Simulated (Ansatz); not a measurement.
`C[O][SnH]([Cl])[O]C` and `C[O][SnH]([F])[O]C` differ in one atom or group.

Ansatz, PBE0-D4/def2-TZVP geometries, multiplicity 1. Each molecule was computed in one conformer, which needn't be the lowest.

Elements past krypton have def2 core potentials.

| property | `C[O][SnH]([Cl])[O]C` |
| --- | --- |
| HOMO–LUMO gap (B3LYP/def2-TZVPP) / eV | 6.28 |
| LUMO energy (B3LYP/def2-TZVPP) / eV | -1.54 |
| size of the dipole moment (PBE/def2-TZVPP) / D | 1.02 |
| LUMO energy (ωB97M-V/def2-TZVPP) / eV | 0.79 |
| HOMO energy (PBE/def2-TZVPP) / eV | -6.48 |
| HOMO energy (ωB97M-V/def2-TZVPP) / eV | -10.49 |

Q: Give the same properties after the change, and the shifts. (Estimate.)

A: The calculation gave: 
```tsv
property	`C[O][SnH]([F])[O]C`	shift
HOMO–LUMO gap (B3LYP/def2-TZVPP) / eV	6.42	0.14
LUMO energy (B3LYP/def2-TZVPP) / eV	-1.44	0.10
size of the dipole moment (PBE/def2-TZVPP) / D	1.28	0.26
LUMO energy (ωB97M-V/def2-TZVPP) / eV	0.93	0.14
HOMO energy (PBE/def2-TZVPP) / eV	-6.49	-0.01
HOMO energy (ωB97M-V/def2-TZVPP) / eV	-10.51	-0.02
```

Dipoles are sizes alone; their direction can turn.

B3LYP here is the variant with VWN-RPA as its local correlation; programs differ in this.
